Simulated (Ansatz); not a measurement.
Two isomers of C2H6NOSb: A = `C/C(O)=[N]\[SbH2]`, B = `C=NC[O][SbH2]`.

Program: Ansatz. Geometries: PBE0-D4/def2-TZVP. ΔE: electronic, gas phase. CBS: MP2 limit from def2 TZ/QZ plus the TZ coupled-cluster correction, frozen cores. DFT in def2-TZVPP. B3LYP here is the variant with VWN-RPA as its local correlation; programs differ in this. Elements past krypton have def2 core potentials. For Sb outer-core shells are correlated without core-valence functions, which leaves a few kJ/mol of doubt a bond. One conformer a species, not always the lowest.

Task: Which is lower in electronic energy at CCSD(T)/CBS, and by how much? (Best estimate.)

Result: The calculation gave: A, by 20.7 kcal/mol.

Task: Give E(B) − E(A) in kcal/mol with PBE0-D4, HF/def2-TZVPP, r2SCAN-D4, B3LYP, CCSD(T)/def2-TZVPP, ωB97M-V, PBE-D4. (Estimate.)

Result: Ansatz gave: PBE0-D4 23.2, HF/def2-TZVPP 19.6, r2SCAN-D4 23.2, B3LYP 20.4, CCSD(T)/def2-TZVPP 20.9, ωB97M-V 21.7, PBE-D4 22.6. None reverses the order clearly.

Largest T1 diagnostic: 0.015.

In def2-TZVPP, CCSD(T) changes the Hartree–Fock value by +1.3 kcal/mol (the triples alone add +0.4 kcal/mol) and MP2 by +3.7 kcal/mol.
